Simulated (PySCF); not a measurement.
# Telling isomers of C$_{5}$H$_{5}$Cl$_{3}$ apart by NMR

One averaged value for each set of equivalent atoms, in vacuum, non-relativistic, one computed conformer. σ from GIAO-PBE0/pcSseg-1; geometry: GFN2-xTB; PySCF 2.14.0 with density-fitted response routines.

References, each an isolated molecule treated in the same way: TMS for $^{1}$H (σ = 31.72 ppm), $^{13}$C (σ = 186.93 ppm). Where no couplings were computed, multiplicities follow the n + 1 count of equivalent neighbours, and m marks all less simple cases (inequivalent or close neighbours, rings, F or P nearby). Shifts are as computed. Against solution values, carbons near 30 ppm lie about +3 ppm off and those near 130 ppm about +5 ppm; carbons on Cl a further +6 ppm (rms about the fit 2.1 ppm; single classes can miss by 10 ppm). Of 1328 compounds with measured shifts, 309 miss one by over three times the rms of a fit or turn the order of signals round; such compounds aren't used in these exercises. Signals without a measured value on file couldn't be tested in this way; 1H shifts scatter by 0.2 ppm about their fit, and single ones miss by 0.5 ppm. Carbons bonded to Cl come out too deshielded.

(1) Tabulate the signals of `CC#CCC(Cl)(Cl)Cl`, `C=C=CCC(Cl)(Cl)Cl`, `ClC(Cl)(Cl)C1=CCC1` and their relative energies.

(2) What is the quickest way to tell CC#CCC(Cl)(Cl)Cl from C=C=CCC(Cl)(Cl)Cl?

(3) What is the quickest way to tell C=C=CCC(Cl)(Cl)Cl from ClC(Cl)(Cl)C1=CCC1?

(4) What is the quickest way to tell CC#CCC(Cl)(Cl)Cl from ClC(Cl)(Cl)C1=CCC1?

## Answers

(1) 
| SMILES | carbon types | δC | δH | E rel. (kcal/mol) |
| --- | --- | --- | --- | --- |
| CC#CCC(Cl)(Cl)Cl | 3×C 1×CH2 1×CH3 | 123.4, 90.7, 79.5, 49.2, 4.6 | 3.35 (s, 2H), 2.06 (s, 3H) | 6.7 |
| C=C=CCC(Cl)(Cl)Cl | 2×C 1×CH 2×CH2 | 224.6, 124.7, 90.8, 79.5, 59.1 | 5.64 (m, 1H), 5.10 (m, 2H), 3.14 (m, 2H) | 7.3 |
| ClC(Cl)(Cl)C1=CCC1 | 2×C 1×CH 2×CH2 | 154.6, 143.0, 114.6, 31.1, 25.6 | 6.57 (t, 1H), 2.87 (m, 2H), 2.38 (m, 2H) | 0.0 |

Energies are electronic energies at PBE0/pcSseg-1 on these geometries, without zero-point or thermal terms, each for the one conformer computed, which needn't be the lowest.

(2) Both give the same number of carbon signals, but DEPT or the intensities differ. The first has a propargylic methyl carbon (CH3) at 4.6 ppm, the second a central carbon of an allene (C) at 224.6 ppm. Their most deshielded carbons lie at 123.4 and 224.6 ppm. In the proton spectra the most deshielded non-exchanging signals are 3.35 (s, 2H) and 5.64 (m, 1H).

(3) Both give the same number of carbon signals, with the same numbers of each carbon type, so the positions decide. The first has a central carbon of an allene (C) at 224.6 ppm, the second an alkene CH at 143.0 ppm. Their most deshielded carbons lie at 224.6 and 154.6 ppm. In the proton spectra the most deshielded non-exchanging signals are 5.64 (m, 1H) and 6.57 (t, 1H).

(4) Both give the same number of carbon signals, but DEPT or the intensities differ. The first has a propargylic methyl carbon (CH3) at 4.6 ppm, the second an alkene CH at 143.0 ppm. Their most deshielded carbons lie at 123.4 and 154.6 ppm. In the proton spectra the most deshielded non-exchanging signals are 3.35 (s, 2H) and 6.57 (t, 1H).
